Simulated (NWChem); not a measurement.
All runs are NWChem calculations. System: HBCl2, charge 0, spin multiplicity 1, at a geometry optimised with PBE/def2-SVP. The structure started from a generated list of species. Level: G0W0@PBE0/def2-TZVPP, RI basis def2-tzvpp-rifit.

Job file:

```
start mol
memory heap 200 mb stack 700 mb global 1700 mb
geometry units angstroms nocenter noautoz
  B      0.000000     0.000000    -0.705998
  H      0.000000     0.000000    -1.914611
  Cl     1.519390     0.000000     0.160135
  Cl    -1.519390     0.000000     0.160135
  symmetry group C2v
end
basis spherical
  * library def2-tzvpp
end
basis "ri basis" bse spherical
  * library def2-tzvpp-rifit
end
dft
  xc pbe0
  iterations 100
  direct
  tolerances tight
end
task dft energy
gw
  states alpha occ 4 vir 2
end
task dft gw
```

Part of the output:

```
             Northwest Computational Chemistry Package (NWChem) 7.3.0
             --------------------------------------------------------

                                NWChem Input Module
                                -------------------

 Scaling coordinates for geometry "geometry" by  1.889725989
 (inverse scale =  0.529177249)

 Turning off AUTOSYM since
 SYMMETRY directive was detected!

                             Geometry "geometry" -> ""
                             -------------------------

 Output coordinates in angstroms (scale by  1.889725989 to convert to a.u.)

  No.       Tag          Charge          X              Y              Z
 ---- ---------------- ---------- -------------- -------------- --------------
    1 B                    5.0000     0.00000000     0.00000000    -0.70599800
    2 H                    1.0000     0.00000000     0.00000000    -1.91461100
    3 Cl                  17.0000     1.51939000     0.00000000     0.16013500
    4 Cl                  17.0000    -1.51939000     0.00000000     0.16013500

 Effective nuclear repulsion energy (a.u.)     110.9499202365

            Nuclear Dipole moment (a.u.)
            ----------------------------
        X                 Y               Z
 ---------------- ---------------- ----------------
     0.0000000000     0.0000000000    -0.0000207870

      Symmetry information
      --------------------

 Group name             C2v
 Group number             16
 Group order               4
 No. of unique centers     3

      Symmetry unique atoms

     1    2    3


 Summary of "ao basis" -> "" (spherical)
 ------------------------------------------------------------------------------
       Tag                 Description            Shells   Functions and Types
 ---------------- ------------------------------  ------  ---------------------
 *                         def2-tzvpp                 on all atoms

 new library libraries.bse/

 Summary of "ri basis" -> "" (spherical)
 ------------------------------------------------------------------------------
       Tag                 Description            Shells   Functions and Types
 ---------------- ------------------------------  ------  ---------------------
 *                      def2-tzvpp-rifit              on all atoms

                                 NWChem DFT Module
                                 -----------------

 Summary of "ao basis" -> "ao basis" (spherical)
 ------------------------------------------------------------------------------
       Tag                 Description            Shells   Functions and Types
 ---------------- ------------------------------  ------  ---------------------
 B                         def2-tzvpp               11       31   5s3p2d1f
 H                         def2-tzvpp                6       14   3s2p1d
 Cl                        def2-tzvpp               14       42   5s5p3d1f

 Summary of "ao basis" -> "ao basis" (spherical)
 ------------------------------------------------------------------------------
       Tag                 Description            Shells   Functions and Types
 ---------------- ------------------------------  ------  ---------------------
 B                         def2-tzvpp               11       31   5s3p2d1f
 H                         def2-tzvpp                6       14   3s2p1d
 Cl                        def2-tzvpp               14       42   5s5p3d1f

      Symmetry analysis of basis
      --------------------------

        a1         49
[...]
    62      0.345184  3 Cl pz               104      0.345184  4 Cl pz
    65      0.217017  3 Cl pz               107      0.217017  4 Cl pz
    33      0.175737  2 H  s                 59      0.161566  3 Cl pz
   101      0.161566  4 Cl pz                34      0.153627  2 H  s
     8     -0.150200  1 B  pz                53     -0.130732  3 Cl pz

 Vector   21  Occ=0.000000D+00  E=-6.592734D-02  Symmetry=b2
              MO Center= -1.3D-14, -3.0D-17, -5.4D-01, r^2= 2.7D+00
   Bfn.  Coefficient  Atom+Function         Bfn.  Coefficient  Atom+Function
  ----- ------------  ---------------      ----- ------------  ---------------
    10      0.475679  1 B  py                 7      0.390820  1 B  py
    13      0.360784  1 B  py                64     -0.287244  3 Cl py
   106     -0.287244  4 Cl py                61     -0.181518  3 Cl py
   103     -0.181518  4 Cl py                58     -0.103389  3 Cl py
   100     -0.103389  4 Cl py                52      0.073300  3 Cl py

 Vector   22  Occ=0.000000D+00  E= 5.674968D-02  Symmetry=a1
              MO Center=  1.4D-16,  4.0D-16, -2.1D-01, r^2= 6.2D+00
   Bfn.  Coefficient  Atom+Function         Bfn.  Coefficient  Atom+Function
  ----- ------------  ---------------      ----- ------------  ---------------
     5      2.307054  1 B  s                 50     -0.852532  3 Cl s
    92     -0.852532  4 Cl s                 34     -0.770146  2 H  s
    11      0.468292  1 B  pz                63      0.446587  3 Cl px
   105     -0.446587  4 Cl px                65      0.177785  3 Cl pz
   107      0.177785  4 Cl pz                49     -0.153506  3 Cl s

 Vector   23  Occ=0.000000D+00  E= 6.351209D-02  Symmetry=a1
              MO Center= -6.2D-14, -1.7D-14, -9.4D-01, r^2= 5.4D+00
   Bfn.  Coefficient  Atom+Function         Bfn.  Coefficient  Atom+Function
  ----- ------------  ---------------      ----- ------------  ---------------
     4      2.452188  1 B  s                  5     -1.402726  1 B  s
    63      0.479663  3 Cl px               105     -0.479663  4 Cl px
    14      0.471927  1 B  pz                50     -0.328027  3 Cl s
    92     -0.328027  4 Cl s                 33     -0.290410  2 H  s
    60      0.178748  3 Cl px               102     -0.178748  4 Cl px

 center of mass
 --------------
 x =   0.00000000 y =   0.00000000 z =   0.03452564

 moments of inertia (a.u.)
 ------------------
          39.095641477990           0.000000000000           0.000000000000
           0.000000000000         615.659671724526           0.000000000000
           0.000000000000           0.000000000000         576.564030246536

     Multipole analysis of the density
     ---------------------------------

     L   x y z        total         alpha         beta         nuclear
     -   - - -        -----         -----         ----         -------
     0   0 0 0     -0.000000    -20.000000    -20.000000     40.000000

     1   1 0 0     -0.000000     -0.000000     -0.000000      0.000000
     1   0 1 0     -0.000000     -0.000000     -0.000000      0.000000
     1   0 0 1     -0.186682     -0.093330     -0.093330     -0.000021

     2   2 0 0    -23.637930   -151.966389   -151.966389    280.294849
     2   1 1 0      0.000000      0.000000      0.000000      0.000000
     2   1 0 1     -0.000000     -0.000000     -0.000000      0.000000
     2   0 2 0    -22.749087    -11.374544    -11.374544      0.000000
     2   0 1 1      0.000000      0.000000      0.000000      0.000000
     2   0 0 2    -23.104923    -24.104343    -24.104343     25.103763

 Task  times  cpu:        4.2s     wall:        4.2s

                                NWChem Input Module
                                -------------------

                                 NWChem GW Module
                                 ----------------

                             ***********************
                             ***        GW       ***
                             ***********************

 Summary of "ri basis" -> "ri basis" (spherical)
 ------------------------------------------------------------------------------
       Tag                 Description            Shells   Functions and Types
 ---------------- ------------------------------  ------  ---------------------
 B                      def2-tzvpp-rifit            22       76   8s6p4d3f1g
 H                      def2-tzvpp-rifit            10       30   4s3p2d1f
 Cl                     def2-tzvpp-rifit            33      123   11s8p7d5f2g

                 Memory Information
                 ------------------
          Available GA per process is          1699.9 MBs
          Available stack per process is        700.0 MBs
          Available heap per process is           0.0 MBs

          Peak memory in Initialization
              Peak GA per process is                  8.7 MBs
              Peak stack per process is               0.2 MBs
              Peak heap per process is                9.1 MBs
              Memory not in MA per process            0.0 MBs

          Peak memory in AFF Calculation
              Peak GA per process is                 49.6 MBs
              Peak stack per process is              36.3 MBs
              Peak heap per process is                0.0 MBs
              Memory not in MA per process           36.3 MBs

          Computing 2-center integrals
          Computing Inverse Cholesky factor
          Computing 3-center integrals
          Computing V_xc ...

          Computing Sigma_x
          Computing RPA polarizability
          Solving quasiparticle equations

                  Alpha Orbitals
          State     Energy (eV)     Error (eV)
          -----------------------------------
@GW        17        -13.108           0.005
@GW        18        -11.904           0.005
@GW        19        -11.616           0.002
@GW        20        -11.683           0.002
@GW        21          0.364           0.005
@GW        22          3.241           0.003

   Applying  -2.4252 eV scissor-shift to rest of particle states

   Applying   2.1584 eV scissor-shift to rest of hole states

     GW Timing Statistics
   ------------------------
   Init.   :          0.0s
     ERIs  :          0.5s
     Distr.:          0.0s
     Vxc   :          0.5s
   Sigma_x :          0.0s
   RPA     :          1.0s
   Wmn     :          0.0s
   Sigma_c :          0.0s
   GW total:          2.1s

 Task  times  cpu:        2.1s     wall:        2.1s

 Total times  cpu:        6.3s     wall:        6.3s
```
